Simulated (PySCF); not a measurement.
MoO2F2, SMILES [O]=[Mo](=[O])([F])[F], multiplicity 1.

Coordinates come from a B3LYP-D3(BJ)/def2-SVP optimisation. The spin state was assumed, not searched. The def2 effective core potentials stand for the cores of Mo; spin–orbit coupling is left out.

All values below come from PBE/def2-TZVPD (PySCF).

Isolated molecule, no solvent.

total energy: -418.42694 hartree
point group: C2v
highest occupied level: -8.43 eV
lowest empty level: -4.12 eV
orbital gap: 4.31 eV
dipole moment: 0.95 D
quadrupole, principal values (traceless, Buckingham form, about the centre of nuclear charge): -0.28, -0.20, 0.48 D·Å
mean static polarisability: 44.0 bohr³ (6.52 Å³)
polarisability, principal values: 40.3, 43.9, 47.8 bohr³
